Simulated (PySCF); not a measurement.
## Ho⁶⁵⁺ (holmium, charge +65) across methods

1s2, closed-shell 1S. Computed with PySCF 2.14 in an even-tempered Gaussian basis (17 s from 180 bohr⁻², ratio 2; 7 p from 270 bohr⁻², ratio 2.2; 4 d from 800 bohr⁻², ratio 2.2; 4 f from 1200 bohr⁻², ratio 2.2; 3 g from 1800 bohr⁻², ratio 2.2; 2 h from 2700 bohr⁻², ratio 2.2), with no relativity, point nucleus.

| method | E (hartree) | mean ε 1s (eV) | Σ⟨r²⟩ (bohr²) | ⟨S²⟩ |
| --- | --- | --- | --- | --- |
| LDA | -4441.63 | -59461.2 | 0.001355 | 0.000 |
| r2SCAN | -4447.28 | -59566.8 | 0.001353 | 0.000 |
| PBE | -4446.42 | -59516.0 | 0.001354 | 0.000 |
| PBE0 | -4446.63 | -59622.5 | 0.001354 | 0.000 |
| UHF | -4447.23478 | -59941.0 | 0.001353 | 0.000 |
| M06-2X | -4447.07 | -59718.2 | 0.001354 | 0.000 |
| M06 | -4447.30 | -59625.1 | 0.001354 | 0.000 |

A non-relativistic calculation at this Z misses sizeable relativistic shifts.
